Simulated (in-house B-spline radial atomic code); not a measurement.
Settings and results of a run for Ta VII (Ta6+). Computed with a B-spline radial code for spherical atoms: scalar-relativistic (X2C) RPBE, spin-polarised, spherical fractional occupations, Fermi nucleus of rms radius 5.3507 fm.

Command:
```bash
python run_scf.py task.json out
```
Settings (nuclear radius in fm, mass in u):
```
Z                73
configuration    [Xe] 4f13
hamiltonian      x2c
method           rpbe,pbe
spin_polarised   True
nucleus          fermi
rms_radius       5.3507
atomic_mass      180.948
speed_of_light   137.035999084
```

Output (hartree, bohr):
```
 radial grid: 67 intervals, B-splines of order 8, outer radius 21.6418 bohr

 iter        energy (Eh)    residual
    1      -15586.132247    6.15e-01
    2      -15585.051320    8.21e-01
    3      -15597.495636    1.29e-01
    4      -15597.656345    3.77e-02
    5      -15597.660304    2.36e-02
    6      -15597.673005    9.37e-03
    7      -15597.674182    3.47e-04
    8      -15597.674184    3.11e-05
    9      -15597.674184    5.34e-07

 total energy                    -15597.67418
 kinetic                           17520.1549
 electron-nucleus                 -38713.1715
 Hartree                            5913.7517
 exchange-correlation               -318.4092

 orbital      occ     eigenvalue          <r>       <r^2>       <1/r>       r_max
 1s up      1.000     -2470.7154    0.0178683 0.000446973     93.5133     0.01074
 1s down    1.000     -2470.7154    0.0178683 0.000446973     93.5133     0.01074
 2s up      1.000      -427.0937    0.0781721  0.00728963     21.8099     0.06669
 2s down    1.000      -427.0931    0.0781719  0.00728957     21.8099     0.06669
 2p up      3.000      -375.8623    0.0700194  0.00600598     18.3876     0.05419
 2p down    3.000      -375.8618    0.0700191  0.00600592     18.3877     0.05419
 3s up      1.000      -100.3334     0.204331   0.0478726     7.84767      0.1888
 3s down    1.000      -100.3120     0.204305   0.0478603       7.849      0.1888
 3p up      3.000       -85.0117     0.204152   0.0484255     6.93383      0.1863
 3p down    3.000       -84.9902     0.204121   0.0484105     6.93504      0.1863
 3d up      5.000       -66.5667     0.185609   0.0403945     6.46838      0.1519
 3d down    5.000       -66.5503     0.185572   0.0403773     6.46945      0.1519
 4s up      1.000       -22.9694     0.458132    0.237154     3.25764      0.4292
 4s down    1.000       -22.9294     0.458182    0.237206     3.25696      0.4292
 4p up      3.000       -17.9065     0.485764    0.268582     2.88696       0.449
 4p down    3.000       -17.8676     0.485847    0.268679     2.88622       0.449
 4d up      5.000       -11.2832     0.520636    0.314103      2.5474      0.4611
 4d down    5.000       -11.2453     0.520851     0.31439     2.54627      0.4612
 5s up      1.000        -5.5369      1.06239     1.26254     1.28067      0.9741
 5s down    1.000        -5.5212      1.06406     1.26647     1.27796      0.9753
 5p up      3.000        -4.2171      1.20438      1.6287     1.09388       1.089
 5p down    3.000        -4.2057      1.20655     1.63447     1.09132        1.09
 4f up      7.000        -4.0000     0.609538    0.460199     2.05943      0.4377
 4f down    6.000        -3.9638     0.611328    0.463418     2.05552       0.438
```

Run time, properties included: 0.57 s on 1 thread of Arm Neoverse N1, on a shared host.

One-electron X2C: radii and densities carry no picture-change correction, so inner-shell <1/r> comes out high (for 1s by about 2 % at Z = 33, 5 % at 54, 10 % at 75, 30 % at 118) and <r> low.
